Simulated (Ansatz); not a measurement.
The molecule CrH, multiplicity 6 (the spin of the measured ground state). No spin–orbit coupling. Cr is treated without relativity. The T1 diagnostic near the minimum is 0.119, so single-reference values are doubtful.

D_e counts from the fitted minimum to each atom's lowest state at the same level, without counterpoise.

Correlated levels freeze the inner cores; with def2 sets outer-core shells near the valence are correlated too.

The values were computed with Ansatz (a quantum-chemistry and plane-wave program). 

Question: Estimate the bond energy D_e that wB97M-V/def2-TZVPP returns for this input.

Answer: 53.2 kcal/mol

Question: Give the bond energy D_e at the level BHLYP/def2-TZVPP.

Answer: 51.3 kcal/mol

Question: Predict the bond energy D_e from CCSD(T)/def2-QZVPP.

Answer: 52.1 kcal/mol

Doubts at one or more of the structures used: T1 above 0.05 (CCSD(T)/def2-QZVPP).
